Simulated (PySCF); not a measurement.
C₄H₆F₂S₂.
SMILES with atom numbers: `[F:1][CH:2]([F:3])[CH:4]1[S:5][CH2:6][CH2:7][S:8]1`

NICS = −σ at a ghost point: NICS(0) at the centroid of the ring atoms, NICS(1) 1 Å to either side along the normal of their mean plane, zz for the tensor component along that normal. Level: GIAO PBE0/pcSseg-1 (PySCF, non-relativistic, gas phase) on the GFN2-xTB geometry, one conformer.

Ring bond lengths (Å), with Mayer bond orders in brackets: C4–S5 1.813 (1.01), S5–C6 1.822 (0.98), C6–C7 1.510 (1.00), C7–S8 1.831 (0.99), S8–C4 1.836 (0.97).

**Question.** What do the NICS probes read (ppm)?

**Answer.** 
| ring | type | NICS(0) | NICS(1), two faces | NICS(1)zz, two faces | rms pucker (Å) | centre to ring atoms, mean (Å) |
| --- | --- | --- | --- | --- | --- | --- |
| C4–S5–C6–C7–S8 | 5-membered ring with 2 S; formal bonds all single | -11.4 | -5.6 / -5.9 | -6.1 / -5.9 | 0.23 | 1.46 |

**Question.** What can be read from them?

**Answer.** 
- C4–S5–C6–C7–S8: mean NICS(1)zz -6.0 ppm, shielded. C4, C6, C7 have four or more neighbours, and the NICS criterion for π rings isn't applied. NICS(0) lies 6 ppm below the mean NICS(1).

**Question.** At the second NICS(1) probe listed for ring C4–S5–C6–C7–S8, 1 Å off the ring, what do the in-plane components average?

**Answer.** The isotropic value is a third of the trace: (3 × -5.9 − (-5.9))/2 = -5.9 ppm.

**Question.** What are the shieldings of the ring atoms and their hydrogens in the same run (means over atoms taken as equivalent)?

**Answer.** 
```json
{"atoms": "C4", "environment": "sp3 carbon bound to sulfur", "σ isotropic (ppm)": "124.6"}
{"atoms": "S5 (×2)", "environment": "sulfide sulfur", "σ isotropic (ppm)": "437.7"}
{"atoms": "C6 (×2)", "environment": "sp3 carbon bound to sulfur", "σ isotropic (ppm)": "142.9"}
{"atoms": "H on C4", "environment": "methine hydrogen", "σ isotropic (ppm)": "27.19"}
{"atoms": "H on C6 (×2)", "environment": "methylene hydrogen", "σ isotropic (ppm)": "28.75"}
{"atoms": "H on C6 (×2)", "environment": "methylene hydrogen", "σ isotropic (ppm)": "28.68"}
```
